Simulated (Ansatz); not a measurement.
Molecular dynamics of ClF₄HOW

input.yaml

```yaml
crystal:
  periodic: [false, false, false]
  atoms:
    - { symbol: W, position_ang: [0.000194, -0.039297, 0.08036] }
    - { symbol: F, position_ang: [0.295401, -0.000567, 1.892149] }
    - { symbol: F, position_ang: [1.823671, -0.0085, -0.146106] }
    - { symbol: F, position_ang: [0.070593, 1.801217, 0.079678] }
    - { symbol: O, position_ang: [-1.7834, -0.039069, 0.304086] }
    - { symbol: H, position_ang: [-2.721044, -0.05854, 0.426043] }
    - { symbol: Cl, position_ang: [0.106207, -2.33846, 0.055361] }
    - { symbol: F, position_ang: [-0.158723, 0.016916, -1.747871] }
basis:
  gaussian: { orbitals: def2-SVP }
hamiltonian:
  xc: hf
md:
  timestep: 0.5
  n_steps: 166
  ensemble: nvt_nose_hoover
  temperature: 500.0
  initial_velocities: maxwell_boltzmann
  seed: 990941
```

Run as:

```bash
$ ansatz run input.yaml --threads 4 --pin off --max-ram 5120MiB --backend cpu --events-out ev --progress --plain --runs-dir out
```

It starts from a relaxed structure.

Output, in part (one step line in 2, the closing report, with atoms numbered from 0):

```
md step     0: t =     0.00 fs  T =   500.0 K  F+E_penalty+E_count = -27177.06075330 eV  E_kin = 0.387780 eV  conserved = -27176.67297331 eV  (44 SCF iters)
md step     2: t =     1.00 fs  T =   480.7 K  F+E_penalty+E_count = -27177.04536815 eV  E_kin = 0.372774 eV  conserved = -27176.67259413 eV  (43 SCF iters)
md step     4: t =     2.00 fs  T =   447.8 K  F+E_penalty+E_count = -27177.01946560 eV  E_kin = 0.347294 eV  conserved = -27176.67217540 eV  (43 SCF iters)
md step     6: t =     3.00 fs  T =   431.0 K  F+E_penalty+E_count = -27177.00664912 eV  E_kin = 0.334266 eV  conserved = -27176.67239639 eV  (43 SCF iters)
md step     8: t =     4.00 fs  T =   415.0 K  F+E_penalty+E_count = -27176.99465600 eV  E_kin = 0.321819 eV  conserved = -27176.67286898 eV  (43 SCF iters)
md step    10: t =     5.00 fs  T =   369.0 K  F+E_penalty+E_count = -27176.95871029 eV  E_kin = 0.286178 eV  conserved = -27176.67259243 eV  (43 SCF iters)
md step    12: t =     6.00 fs  T =   312.8 K  F+E_penalty+E_count = -27176.91445397 eV  E_kin = 0.242592 eV  conserved = -27176.67195961 eV  (43 SCF iters)
md step    14: t =     7.00 fs  T =   285.2 K  F+E_penalty+E_count = -27176.89338675 eV  E_kin = 0.221177 eV  conserved = -27176.67235748 eV  (43 SCF iters)
md step    16: t =     8.00 fs  T =   263.5 K  F+E_penalty+E_count = -27176.87691949 eV  E_kin = 0.204394 eV  conserved = -27176.67273820 eV  (43 SCF iters)
md step    18: t =     9.00 fs  T =   223.5 K  F+E_penalty+E_count = -27176.84533303 eV  E_kin = 0.173334 eV  conserved = -27176.67228720 eV  (43 SCF iters)
md step    20: t =    10.00 fs  T =   194.2 K  F+E_penalty+E_count = -27176.82215819 eV  E_kin = 0.150605 eV  conserved = -27176.67192323 eV  (67 SCF iters)
md step    22: t =    11.00 fs  T =   201.1 K  F+E_penalty+E_count = -27176.82776612 eV  E_kin = 0.155993 eV  conserved = -27176.67223959 eV  (43 SCF iters)
md step    24: t =    12.00 fs  T =   222.0 K  F+E_penalty+E_count = -27176.84435804 eV  E_kin = 0.172212 eV  conserved = -27176.67273674 eV  (43 SCF iters)
md step    26: t =    13.00 fs  T =   224.3 K  F+E_penalty+E_count = -27176.84562817 eV  E_kin = 0.173922 eV  conserved = -27176.67244707 eV  (43 SCF iters)
md step    28: t =    14.00 fs  T =   226.9 K  F+E_penalty+E_count = -27176.84703316 eV  E_kin = 0.175987 eV  conserved = -27176.67195638 eV  (43 SCF iters)
md step    30: t =    15.00 fs  T =   258.8 K  F+E_penalty+E_count = -27176.87208734 eV  E_kin = 0.200709 eV  conserved = -27176.67249275 eV  (43 SCF iters)
md step    32: t =    16.00 fs  T =   286.9 K  F+E_penalty+E_count = -27176.89401770 eV  E_kin = 0.222521 eV  conserved = -27176.67286288 eV  (43 SCF iters)
md step    34: t =    17.00 fs  T =   285.4 K  F+E_penalty+E_count = -27176.89216334 eV  E_kin = 0.221380 eV  conserved = -27176.67243372 eV  (43 SCF iters)
md step    36: t =    18.00 fs  T =   281.3 K  F+E_penalty+E_count = -27176.88831137 eV  E_kin = 0.218128 eV  conserved = -27176.67213225 eV  (43 SCF iters)
md step    38: t =    19.00 fs  T =   295.2 K  F+E_penalty+E_count = -27176.89911649 eV  E_kin = 0.228925 eV  conserved = -27176.67246319 eV  (43 SCF iters)
md step    40: t =    20.00 fs  T =   303.9 K  F+E_penalty+E_count = -27176.90596281 eV  E_kin = 0.235691 eV  conserved = -27176.67290174 eV  (43 SCF iters)
md step    42: t =    21.00 fs  T =   279.2 K  F+E_penalty+E_count = -27176.88609365 eV  E_kin = 0.216547 eV  conserved = -27176.67254532 eV  (44 SCF iters)
md step    44: t =    22.00 fs  T =   245.6 K  F+E_penalty+E_count = -27176.85913423 eV  E_kin = 0.190450 eV  conserved = -27176.67202883 eV  (43 SCF iters)
md step    46: t =    23.00 fs  T =   234.7 K  F+E_penalty+E_count = -27176.85081664 eV  E_kin = 0.181990 eV  conserved = -27176.67250727 eV  (43 SCF iters)
md step    48: t =    24.00 fs  T =   217.9 K  F+E_penalty+E_count = -27176.83776644 eV  E_kin = 0.168983 eV  conserved = -27176.67280482 eV  (43 SCF iters)
md step    50: t =    25.00 fs  T =   174.6 K  F+E_penalty+E_count = -27176.80340882 eV  E_kin = 0.135408 eV  conserved = -27176.67233476 eV  (44 SCF iters)
md step    52: t =    26.00 fs  T =   135.0 K  F+E_penalty+E_count = -27176.77212541 eV  E_kin = 0.104719 eV  conserved = -27176.67199916 eV  (76 SCF iters)
md step    54: t =    27.00 fs  T =   122.9 K  F+E_penalty+E_count = -27176.76277851 eV  E_kin = 0.095305 eV  conserved = -27176.67229642 eV  (44 SCF iters)
md step    56: t =    28.00 fs  T =   117.7 K  F+E_penalty+E_count = -27176.75893625 eV  E_kin = 0.091264 eV  conserved = -27176.67272826 eV  (43 SCF iters)
md step    58: t =    29.00 fs  T =    92.1 K  F+E_penalty+E_count = -27176.73855350 eV  E_kin = 0.071432 eV  conserved = -27176.67239458 eV  (43 SCF iters)
md step    60: t =    30.00 fs  T =    69.7 K  F+E_penalty+E_count = -27176.72047543 eV  E_kin = 0.054042 eV  conserved = -27176.67187957 eV  (43 SCF iters)
md step    62: t =    31.00 fs  T =    82.0 K  F+E_penalty+E_count = -27176.73037089 eV  E_kin = 0.063619 eV  conserved = -27176.67236972 eV  (44 SCF iters)
md step    64: t =    32.00 fs  T =    99.3 K  F+E_penalty+E_count = -27176.74390589 eV  E_kin = 0.077026 eV  conserved = -27176.67272406 eV  (44 SCF iters)
md step    66: t =    33.00 fs  T =    96.6 K  F+E_penalty+E_count = -27176.74112670 eV  E_kin = 0.074931 eV  conserved = -27176.67229627 eV  (44 SCF iters)
md step    68: t =    34.00 fs  T =   100.7 K  F+E_penalty+E_count = -27176.74368945 eV  E_kin = 0.078078 eV  conserved = -27176.67197635 eV  (43 SCF iters)
md step    70: t =    35.00 fs  T =   133.7 K  F+E_penalty+E_count = -27176.76929801 eV  E_kin = 0.103698 eV  conserved = -27176.67229486 eV  (43 SCF iters)
md step    72: t =    36.00 fs  T =   173.4 K  F+E_penalty+E_count = -27176.80006557 eV  E_kin = 0.134446 eV  conserved = -27176.67277554 eV  (44 SCF iters)
md step    74: t =    37.00 fs  T =   188.5 K  F+E_penalty+E_count = -27176.81097017 eV  E_kin = 0.146204 eV  conserved = -27176.67248647 eV  (43 SCF iters)
md step    76: t =    38.00 fs  T =   199.3 K  F+E_penalty+E_count = -27176.81821870 eV  E_kin = 0.154583 eV  conserved = -27176.67197215 eV  (43 SCF iters)
md step    78: t =    39.00 fs  T =   236.7 K  F+E_penalty+E_count = -27176.84699539 eV  E_kin = 0.183564 eV  conserved = -27176.67248306 eV  (44 SCF iters)
md step    80: t =    40.00 fs  T =   269.4 K  F+E_penalty+E_count = -27176.87185924 eV  E_kin = 0.208910 eV  conserved = -27176.67286667 eV  (43 SCF iters)
md step    82: t =    41.00 fs  T =   270.8 K  F+E_penalty+E_count = -27176.87157967 eV  E_kin = 0.210020 eV  conserved = -27176.67242122 eV  (43 SCF iters)
md step    84: t =    42.00 fs  T =   269.1 K  F+E_penalty+E_count = -27176.86897189 eV  E_kin = 0.208720 eV  conserved = -27176.67207045 eV  (43 SCF iters)
md step    86: t =    43.00 fs  T =   289.0 K  F+E_penalty+E_count = -27176.88366197 eV  E_kin = 0.224113 eV  conserved = -27176.67237948 eV  (43 SCF iters)
md step    88: t =    44.00 fs  T =   308.8 K  F+E_penalty+E_count = -27176.89838867 eV  E_kin = 0.239484 eV  conserved = -27176.67285220 eV  (68 SCF iters)
md step    90: t =    45.00 fs  T =   298.1 K  F+E_penalty+E_count = -27176.88860100 eV  E_kin = 0.231198 eV  conserved = -27176.67250968 eV  (42 SCF iters)
md step    92: t =    46.00 fs  T =   280.3 K  F+E_penalty+E_count = -27176.87315429 eV  E_kin = 0.217420 eV  conserved = -27176.67195463 eV  (43 SCF iters)
md step    94: t =    47.00 fs  T =   289.1 K  F+E_penalty+E_count = -27176.87933020 eV  E_kin = 0.224194 eV  conserved = -27176.67247618 eV  (42 SCF iters)
md step    96: t =    48.00 fs  T =   293.4 K  F+E_penalty+E_count = -27176.88187104 eV  E_kin = 0.227579 eV  conserved = -27176.67281252 eV  (43 SCF iters)
md step    98: t =    49.00 fs  T =   270.6 K  F+E_penalty+E_count = -27176.86251302 eV  E_kin = 0.209887 eV  conserved = -27176.67230834 eV  (43 SCF iters)
md step   100: t =    50.00 fs  T =   253.2 K  F+E_penalty+E_count = -27176.84759501 eV  E_kin = 0.196403 eV  conserved = -27176.67196582 eV  (43 SCF iters)
md step   102: t =    51.00 fs  T =   265.5 K  F+E_penalty+E_count = -27176.85636700 eV  E_kin = 0.205919 eV  conserved = -27176.67232499 eV  (43 SCF iters)
md step   104: t =    52.00 fs  T =   282.4 K  F+E_penalty+E_count = -27176.86873189 eV  E_kin = 0.219014 eV  conserved = -27176.67279722 eV  (42 SCF iters)
md step   106: t =    53.00 fs  T =   273.5 K  F+E_penalty+E_count = -27176.86018169 eV  E_kin = 0.212117 eV  conserved = -27176.67238775 eV  (43 SCF iters)
md step   108: t =    54.00 fs  T =   266.0 K  F+E_penalty+E_count = -27176.85260640 eV  E_kin = 0.206264 eV  conserved = -27176.67188100 eV  (43 SCF iters)
md step   110: t =    55.00 fs  T =   290.0 K  F+E_penalty+E_count = -27176.87061195 eV  E_kin = 0.224940 eV  conserved = -27176.67248849 eV  (43 SCF iters)
md step   112: t =    56.00 fs  T =   309.1 K  F+E_penalty+E_count = -27176.88427940 eV  E_kin = 0.239731 eV  conserved = -27176.67278259 eV  (43 SCF iters)
md step   114: t =    57.00 fs  T =   301.8 K  F+E_penalty+E_count = -27176.87662328 eV  E_kin = 0.234056 eV  conserved = -27176.67226465 eV  (43 SCF iters)
md step   116: t =    58.00 fs  T =   301.1 K  F+E_penalty+E_count = -27176.87431992 eV  E_kin = 0.233485 eV  conserved = -27176.67198729 eV  (43 SCF iters)
md step   118: t =    59.00 fs  T =   326.3 K  F+E_penalty+E_count = -27176.89275801 eV  E_kin = 0.253042 eV  conserved = -27176.67240837 eV  (43 SCF iters)
md step   120: t =    60.00 fs  T =   348.0 K  F+E_penalty+E_count = -27176.90839123 eV  E_kin = 0.269919 eV  conserved = -27176.67285738 eV  (70 SCF iters)
md step   122: t =    61.00 fs  T =   338.0 K  F+E_penalty+E_count = -27176.89835881 eV  E_kin = 0.262109 eV  conserved = -27176.67237882 eV  (43 SCF iters)
md step   124: t =    62.00 fs  T =   327.8 K  F+E_penalty+E_count = -27176.88835185 eV  E_kin = 0.254261 eV  conserved = -27176.67191695 eV  (43 SCF iters)
md step   126: t =    63.00 fs  T =   345.6 K  F+E_penalty+E_count = -27176.90101952 eV  E_kin = 0.268028 eV  conserved = -27176.67256087 eV  (43 SCF iters)
md step   128: t =    64.00 fs  T =   352.0 K  F+E_penalty+E_count = -27176.90436804 eV  E_kin = 0.272998 eV  conserved = -27176.67278169 eV  (43 SCF iters)
md step   130: t =    65.00 fs  T =   329.7 K  F+E_penalty+E_count = -27176.88469385 eV  E_kin = 0.255701 eV  conserved = -27176.67221978 eV  (43 SCF iters)
md step   132: t =    66.00 fs  T =   314.7 K  F+E_penalty+E_count = -27176.87108644 eV  E_kin = 0.244086 eV  conserved = -27176.67195116 eV  (44 SCF iters)
md step   134: t =    67.00 fs  T =   326.0 K  F+E_penalty+E_count = -27176.87855598 eV  E_kin = 0.252862 eV  conserved = -27176.67238363 eV  (44 SCF iters)
md step   136: t =    68.00 fs  T =   333.8 K  F+E_penalty+E_count = -27176.88319446 eV  E_kin = 0.258909 eV  conserved = -27176.67280340 eV  (43 SCF iters)
md step   138: t =    69.00 fs  T =   312.4 K  F+E_penalty+E_count = -27176.86427203 eV  E_kin = 0.242323 eV  conserved = -27176.67227625 eV  (44 SCF iters)
md step   140: t =    70.00 fs  T =   297.1 K  F+E_penalty+E_count = -27176.85025213 eV  E_kin = 0.230437 eV  conserved = -27176.67185227 eV  (44 SCF iters)
md step   142: t =    71.00 fs  T =   313.5 K  F+E_penalty+E_count = -27176.86193681 eV  E_kin = 0.243165 eV  conserved = -27176.67254827 eV  (43 SCF iters)
md step   144: t =    72.00 fs  T =   318.9 K  F+E_penalty+E_count = -27176.86443177 eV  E_kin = 0.247304 eV  conserved = -27176.67274638 eV  (43 SCF iters)
md step   146: t =    73.00 fs  T =   296.6 K  F+E_penalty+E_count = -27176.84480488 eV  E_kin = 0.230057 eV  conserved = -27176.67217300 eV  (44 SCF iters)
md step   148: t =    74.00 fs  T =   283.6 K  F+E_penalty+E_count = -27176.83274279 eV  E_kin = 0.219937 eV  conserved = -27176.67193857 eV  (43 SCF iters)
md step   150: t =    75.00 fs  T =   296.2 K  F+E_penalty+E_count = -27176.84129725 eV  E_kin = 0.229743 eV  conserved = -27176.67242054 eV  (43 SCF iters)
md step   152: t =    76.00 fs  T =   301.4 K  F+E_penalty+E_count = -27176.84386794 eV  E_kin = 0.233723 eV  conserved = -27176.67283596 eV  (43 SCF iters)
md step   154: t =    77.00 fs  T =   274.0 K  F+E_penalty+E_count = -27176.82027944 eV  E_kin = 0.212503 eV  conserved = -27176.67224195 eV  (43 SCF iters)
md step   156: t =    78.00 fs  T =   253.5 K  F+E_penalty+E_count = -27176.80235845 eV  E_kin = 0.196598 eV  conserved = -27176.67185065 eV  (43 SCF iters)
md step   158: t =    79.00 fs  T =   263.7 K  F+E_penalty+E_count = -27176.80936578 eV  E_kin = 0.204486 eV  conserved = -27176.67259108 eV  (43 SCF iters)
md step   160: t =    80.00 fs  T =   259.3 K  F+E_penalty+E_count = -27176.80441511 eV  E_kin = 0.201109 eV  conserved = -27176.67269609 eV  (43 SCF iters)
md step   162: t =    81.00 fs  T =   230.0 K  F+E_penalty+E_count = -27176.77948838 eV  E_kin = 0.178409 eV  conserved = -27176.67204878 eV  (43 SCF iters)
md step   164: t =    82.00 fs  T =   218.2 K  F+E_penalty+E_count = -27176.76867917 eV  E_kin = 0.169257 eV  conserved = -27176.67183941 eV  (43 SCF iters)
md step   166: t =    83.00 fs  T =   239.0 K  F+E_penalty+E_count = -27176.78382126 eV  E_kin = 0.185364 eV  conserved = -27176.67237807 eV  (66 SCF iters)
Total energy: -27176.78382126 eV, -998.7283843456 hartree
Atom 0 at    -0.002917    -0.054496     0.087428 Å, force     0.892099     1.602364    -1.859819 eV/Å
Atom 1 at     0.348055     0.034636     1.875811 Å, force    -0.523449     0.140538     0.489605 eV/Å
Atom 2 at     1.789952    -0.036207    -0.057250 Å, force     1.718496     0.020328    -0.706364 eV/Å
Atom 3 at     0.070195     1.819508    -0.012471 Å, force     0.020192    -0.810065     0.586011 eV/Å
Atom 4 at    -1.742178    -0.040232     0.264580 Å, force    -3.314901    -0.118104     0.831947 eV/Å
Atom 5 at    -2.699845    -0.011778     0.346018 Å, force     0.832878    -0.018511    -0.077216 eV/Å
Atom 6 at     0.127014    -2.347668     0.059806 Å, force    -0.145271    -0.023631    -0.193558 eV/Å
Atom 7 at    -0.221823     0.153881    -1.767411 Å, force     0.519958    -0.792919     0.929393 eV/Å
Dipole moment:    -0.972252    -0.232978     0.213290 e Å
```

The run went to its last step. The conserved energy stayed within 0.15 meV per atom of its start (net change 0.074 meV per atom), so the integration is sound. The mean temperature of the second half is 41 % below the set value. A run of 0.083 ps of so small a system gives no equilibrium averages.

The same pairs are bonded in the first frame and the last. Pairs count as bonded within 1.25 times the sum of covalent radii (0.12 Å more for H–H).

Last frame:

```xyz
8
Properties=species:S:1:pos:R:3
W -0.003 -0.054 0.087
F 0.348 0.035 1.876
F 1.790 -0.036 -0.057
F 0.070 1.819 -0.013
O -1.742 -0.040 0.265
H -2.700 -0.012 0.346
Cl 0.127 -2.348 0.060
F -0.222 0.154 -1.767
```

Time of the run: 120 s on 4 threads of AMD EPYC 9R45 96-Core Processor (Zen 5), on a shared host, peak memory 0.33 GiB.
